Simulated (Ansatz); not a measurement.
AlMe2(sacsac) (C₇H₁₃AlS₂) was relaxed with PBE-D4 (def2-SVP) in Ansatz in these states: charge +1 doublet, neutral singlet. The geometries follow in no particular order.

A:

```csv
atom,x (Å),y (Å),z (Å)
Al1,-0.109,0.128,1.746
C2,-1.605,1.108,2.703
H3,-2.285,1.508,1.928
H4,-1.130,1.911,3.299
H5,-2.104,0.365,3.355
C6,1.155,-0.625,3.132
H7,1.960,-1.158,2.591
H8,0.565,-1.309,3.773
H9,1.546,0.230,3.717
S10,0.980,1.520,0.291
C11,0.820,0.973,-1.331
C12,1.473,1.888,-2.328
C13,0.161,-0.172,-1.824
C14,-0.572,-1.234,-1.246
C15,-1.137,-2.260,-2.188
S16,-0.949,-1.529,0.399
H17,1.634,1.390,-3.302
H18,0.818,2.771,-2.501
H19,2.435,2.284,-1.948
H20,0.237,-0.262,-2.921
H21,-0.408,-2.514,-2.984
H22,-2.032,-1.833,-2.695
H23,-1.454,-3.181,-1.666
```

B:

```tsv
atom	x (Å)	y (Å)	z (Å)
Al1	0.232	1.478	-1.036
C2	-0.866	2.440	0.290
H3	-1.205	1.783	1.120
H4	-1.776	2.875	-0.178
H5	-0.304	3.283	0.747
C6	0.999	2.347	-2.629
H7	1.594	1.654	-3.259
H8	1.663	3.192	-2.345
H9	0.201	2.777	-3.273
S10	-0.896	-0.468	-1.701
C11	-0.996	-1.397	-0.261
C12	-2.129	-2.395	-0.255
C13	-0.138	-1.383	0.854
C14	1.141	-0.818	1.055
C15	1.927	-1.335	2.236
S16	1.954	0.351	0.110
H17	-1.991	-3.184	0.509
H18	-3.086	-1.870	-0.048
H19	-2.241	-2.862	-1.254
H20	-0.434	-2.091	1.647
H21	1.849	-2.437	2.329
H22	1.513	-0.898	3.170
H23	2.991	-1.042	2.172
```

Problem. Judge from the bond lengths which geometry belongs to which state (an estimate).

Solution. A is the charge +1 doublet (Al1–S16 2.294 Å, Al1–C2 2.028 Å, Al1–S10 2.290 Å); B is the neutral singlet (Al1–S16 2.355 Å, Al1–C2 1.972 Å, Al1–S10 2.345 Å).
